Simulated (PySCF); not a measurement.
Compound: BGeH₅O₂S.
InChI=1S/BGeH5O2S/c3-1(4)2-5/h3-5H,2H2

Torsions of this conformer, `[OH:1][B:2]([OH:3])[GeH2:4][SH:5]`: O1–B2–Ge4–S5 37°, H–O1–B2–O3 1°, H–O3–B2–O1 0°, H–S5–Ge4–B2 -33°.

The closed-shell ground state was solved at several levels (PySCF, density fitting, gas phase). Geometry: PBE0-D3(BJ)/def2-SVP, one conformer, isolated molecule. Relativistic effects, spin–orbit coupling among them, are left out although an element past zinc is present.

```csv
level,basis functions,HOMO (eV),LUMO (eV),gap (eV),dipole (D)
PBE0/pcSseg-2,284,-6.84,-0.51,6.33,4.81
PBE0/pcSseg-1,141,-6.80,-0.24,6.56,5.17
```

(1) Estimate the row for CAM-B3LYP/def2-SVPD, a basis of 171 functions; the other rows only guide the guess.

(2) Over all these levels, which gives the widest orbital gap and which the narrowest?

(3) How far do the dipole and the HOMO energy spread over the levels?

Answers

(1) HOMO -8.14 eV, LUMO -0.09 eV, gap 8.05 eV, dipole 4.82 D.

(2) CAM-B3LYP/def2-SVPD (range-separated hybrid) has the widest, 8.05 eV, and PBE0/pcSseg-2 (global hybrid, 25 % exact exchange) the narrowest, 6.33 eV. Functional and basis both differ between the two, so the spread mixes both effects.

(3) The dipole runs from 4.81 to 5.17 D (mean 4.93 D) and the HOMO from -8.14 to -6.80 eV.
